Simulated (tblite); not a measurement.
C3H10Si, singlet, at a GFN2-xTB geometry; GFN1-xTB (tblite 0.6.0).

tblite was given this input:
```
$ tblite run mol.xyz --method gfn1 --charge 0 --spin 0 --efield 0,0,0.1 --json tblite.json --no-restart

# file mol.xyz
14

Si     0.04227581     0.17410565     0.35767998
C     -0.94677323     1.32330318    -0.79306653
C      1.75998590    -0.15337865    -0.39419538
C     -0.88714883    -1.47441790     0.56171541
H      0.19817869     0.81616493     1.67671672
H     -1.08207267     0.88244973    -1.77698739
H     -1.93349276     1.53106784    -0.39013129
H     -0.44225768     2.27526120    -0.92863343
H      2.35085242    -0.80627152     0.24121477
H      1.68499224    -0.62713212    -1.36922950
H      2.31726365     0.76979478    -0.52198718
H     -1.02111986    -1.97760373    -0.39202130
H     -1.87270611    -1.32118853     0.99105908
H     -0.34788226    -2.15306147     1.21575889
```

Question: Write the output that tblite gives for this input, abridged.

Answer: 
```
xTB calculator
 | screened Coulomb repulsion
 | Coulomb electrostatics
 |  * isotropic Klopman-Ohno-Mataga-Nishimoto electrostatics
 |  * onsite third-order electrostatics
 | DFT-D3(BJ) dispersion correction
 | Interactions (1)
 | [1] electric field

halogen bonding energy    0.0000000000000E+00 Eh
repulsion energy          1.9552787494750E-01 Eh
dispersion energy        -4.4861835291893E-03 Eh
interaction energy        0.0000000000000E+00 Eh
number of electrons       2.6000000000000E+01 e
integral cutoff           2.8146159136829E+01 bohr

------------------------------------------------------------
  cycle        total energy    energy error   density error
------------------------------------------------------------
      1     -13.58382274767  -1.3774864E+01   3.5452454E-01
      2     -13.58952988361  -5.7071359E-03   2.0615977E-01
      3     -13.58969019911  -1.6031550E-04   1.3596659E-02
      4     -13.58973391659  -4.3717478E-05   3.0118060E-03
      5     -13.58974172600  -7.8094062E-06   1.1950925E-04
      6     -13.58974174245  -1.6454694E-08   3.8326981E-05
      7     -13.58974174634  -3.8897099E-09   9.7667983E-06
------------------------------------------------------------

electronic energy        -1.3780783437759E+01 Eh
total energy             -1.3589741746341E+01 Eh

Post processing:
 | Mayer-Wiberg bond orders

[Info] JSON dump of results written to 'tblite.json'
```
